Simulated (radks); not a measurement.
Values are calculated unless marked as measured or tabulated.
Coulomb parameter of the 3d shell of the vanadium ion V2+ in the model configuration [Ar] 3d2 4p1, as a second difference U = [E(n + 0.5) + E(n - 0.5) - 2 E(n)] / (0.5)^2 with all orbitals relaxed. "Bare": the charge of the atom changes with n. "Screened": the 4p shell takes up the change at fixed total charge, which measures U(3d,3d) + U(4p,4p) - 2 U(3d,4p). Code: a radial shooting solver on a logarithmic mesh with Libxc functionals. Model: scalar-relativistic Kohn-Sham, PBE, spin-unpolarised, spherical densities, point nucleus.

case              configuration  E - E(n) (eV)
start              [Ar] 3d2 4p1          0.000
bare +0.5        [Ar] 3d2.5 4p1        -12.007
bare -0.5        [Ar] 3d1.5 4p1         15.877
screened +0.5  [Ar] 3d2.5 4p0.5         -5.691
screened -0.5  [Ar] 3d1.5 4p1.5          6.845

U(bare) = 15.479 eV, U(screened by 4p) = 4.616 eV, against the Slater integral F0(3d,3d) = 20.762 eV with frozen orbitals.
